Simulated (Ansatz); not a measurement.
```yaml
crystal:
  periodic: [false, false, false]
  atoms:
    - {symbol: Al, position_ang: [-2.817399, -2.903178, 1.188833]}
    - {symbol: Al, position_ang: [-3.052919, 0.402659, -1.608705]}
    - {symbol: Al, position_ang: [0.333851, -3.014639, -1.532407]}
    - {symbol: Al, position_ang: [0.063275, 0.115796, 0.902523]}
    - {symbol: Al, position_ang: [3.087370, -0.368014, -1.618595]}
    - {symbol: Al, position_ang: [-0.272497, 3.088654, -1.690616]}
    - {symbol: Al, position_ang: [2.922271, 2.878747, 1.249646]}
    - {symbol: P, position_ang: [-1.379376, -4.055921, -0.177940]}
    - {symbol: P, position_ang: [-4.019764, -1.360163, -0.282012]}
    - {symbol: P, position_ang: [-1.333853, -1.279225, 2.349630]}
    - {symbol: P, position_ang: [-1.410551, 1.484455, -0.331505]}
    - {symbol: P, position_ang: [1.499515, -1.450230, -0.116244]}
    - {symbol: P, position_ang: [1.353637, 1.406935, 2.437148]}
    - {symbol: P, position_ang: [4.013018, 1.307740, -0.077581]}
    - {symbol: P, position_ang: [1.441834, 4.048727, -0.066904]}
    - {symbol: H, position_ang: [-3.886119, -3.807782, 2.316250]}
    - {symbol: H, position_ang: [-4.382920, 1.394187, -1.759349]}
    - {symbol: H, position_ang: [-2.523486, -0.268685, -2.696247]}
    - {symbol: H, position_ang: [-0.487327, -2.402185, -2.788470]}
    - {symbol: H, position_ang: [1.237427, -4.279384, -1.969267]}
    - {symbol: H, position_ang: [2.404649, 0.466143, -2.867267]}
    - {symbol: H, position_ang: [4.329023, -1.464492, -1.856984]}
    - {symbol: H, position_ang: [-1.294014, 4.187090, -1.825646]}
    - {symbol: H, position_ang: [0.548097, 2.315065, -2.697543]}
    - {symbol: H, position_ang: [3.886141, 3.788951, 2.385931]}
    - {symbol: H, position_ang: [-2.223442, -5.056134, -0.941920]}
    - {symbol: H, position_ang: [-0.736784, -4.883340, 0.730744]}
    - {symbol: H, position_ang: [-5.011963, -2.212441, -0.959433]}
    - {symbol: H, position_ang: [-5.127866, -0.891478, 0.660123]}
    - {symbol: H, position_ang: [-2.112189, -0.548671, 3.118911]}
    - {symbol: H, position_ang: [-0.468122, -2.235910, 3.363722]}
    - {symbol: H, position_ang: [-2.274431, 2.056479, 0.823348]}
    - {symbol: H, position_ang: [2.112293, -2.068238, 0.640911]}
    - {symbol: H, position_ang: [2.097197, 0.522192, 3.321489]}
    - {symbol: H, position_ang: [0.441021, 1.922193, 3.361030]}
    - {symbol: H, position_ang: [5.129356, 0.910699, 0.768045]}
    - {symbol: H, position_ang: [5.118305, 2.141844, -0.951595]}
    - {symbol: H, position_ang: [0.751447, 5.072123, 0.734739]}
    - {symbol: H, position_ang: [2.162519, 4.978242, -0.843742]}
basis:
  gaussian: {orbitals: def2-TZVP, fitting: {mean_field: def2-universal-jkfit}}
total_charge: 1
magnetization: {spin_polarized: true, initial_magnetization: 0}
hamiltonian: {xc: {name: PBE0}}
scf: {lower_state_search: off}
```

```sh
$ ansatz run in.yaml --threads 2 --pin off --events-out ev --progress --plain --max-ram 32768MiB --backend cuda --devices 0, --max-vram 18GiB
```

It prints (some lines left out):

```
Functional definition: PBE0
  name "PBE0"
  cite "Adamo & Barone, J. Chem. Phys. 110, 6158 (1999) doi:10.1063/1.478522"
  cite "Perdew, Burke & Ernzerhof, Phys. Rev. Lett. 77, 3865 (1996) doi:10.1103/PhysRevLett.77.3865"
  parent pbe
  parameter a = 0.25
  parameter kappa = 0.804
  parameter beta = 0.06672455060314922
  exchange = (1 - a)*pbe_x(kappa = kappa, mu = beta*pi^2/3) + a*exact_x
  correlation = pbe_c(beta = beta)
these checks for a lower state are left out or cut short: stability, starts, cluster_reference, orbital_swaps, neighbouring_geometries, increment
2352 factors; integrals over basis functions are off by at most 7.5e-1 eV
mean field evaluation 1: about -120826.9756 eV, gradient 2.6e1 eV
mean field evaluation 2: about -120828.6373 eV, gradient 2.3e1 eV
mean field evaluation 4: about -120831.6868 eV, gradient 2.2e0 eV
mean field evaluation 8: about -120831.7231 eV, gradient 1.9e-1 eV
mean field evaluation 16: about -120831.7234 eV, gradient 2.6e-5 eV
mean field -120831.72336936 eV, -4440.4839311401 hartree, gradient 8.5e-6 eV, S^2 0.000000; 0 other end points of the search recorded, 0 dependent functions left out
reference -120831.72345014 eV, -4440.4839341088 hartree; 117, 117 occupied and 582, 582 virtual orbitals, 2352 factors
Total energy: -120831.72345014 eV, -4440.4839341088 hartree
Checks for a lower state left out: stability, starts, cluster_reference, orbital_swaps, neighbouring_geometries, increment
```

Hardware: 2 threads of AMD EPYC 7R13 on a shared host and a share (18 GiB) of an NVIDIA H100 80GB HBM3. Wall time 9.5 s, peak host memory 1.2 GiB.
